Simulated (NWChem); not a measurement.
Molecule: C3H5ClO; SMILES C(Cl)(=C)OC

```xyz
10

C     -1.6495    -0.8020    -0.2099
C     -0.5345    -0.2104     0.2125
Cl     0.9306    -1.1705     0.5508
O     -0.4422     1.1005     0.4936
C      0.5885     1.8465    -0.1668
H     -2.5223    -0.1934    -0.4190
H     -1.7121    -1.8759    -0.3245
H      0.4554     2.8804     0.1541
H      0.4787     1.7754    -1.2554
H      1.5803     1.4903     0.1288
```
Atoms are numbered in this order, from 1.

Computed with NWChem. Pople sets run with spherical d functions. Coordinates come from a B3LYP/6-31G* (spherical d) optimisation. Vzz is the largest principal value of the second derivative of the potential at the nucleus (NWChem prints the opposite sign); η is the asymmetry. Non-relativistic.

Task: Predict the results for CAM-B3LYP/6-31G*. Quantities: Vzz Cl3 (a.u.); η Cl3; Vzz O4 (a.u.); η O4.

Result: 
```
Property        Value
--------------  -----
Vzz Cl3 (a.u.)  3.474
η Cl3            0.05
Vzz O4 (a.u.)   1.786
η O4             0.93
```
